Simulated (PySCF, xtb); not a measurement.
1,1-dichloro-2,2-difluoroethane (C2H2Cl2F2), SMILES FC(F)C(Cl)Cl. One conformer was computed; it need not be the lowest.

Harmonic wavenumbers (cm⁻¹) from GFN2-xTB (xtb) at its own minimum, in rising order: 53, 161, 183, 242, 357, 489, 581, 705, 746, 936, 1041, 1109, 1130, 1175, 1250, 1265, 2884, 2943.

Problem. What does PySCF 2.14.0 with PBE-D3(BJ)/def2-SVP give at its own minimum? (An estimate is asked for; the answer gives what the named calculation found.)

Solution. 79, 185, 200, 264, 373, 527, 638, 724, 789, 948, 1097, 1154, 1170, 1230, 1326, 1356, 2977, 3062. Paired by order, the mean absolute difference is 47 cm⁻¹ and the zero-point energies are 24.7 and 25.9 kcal/mol.
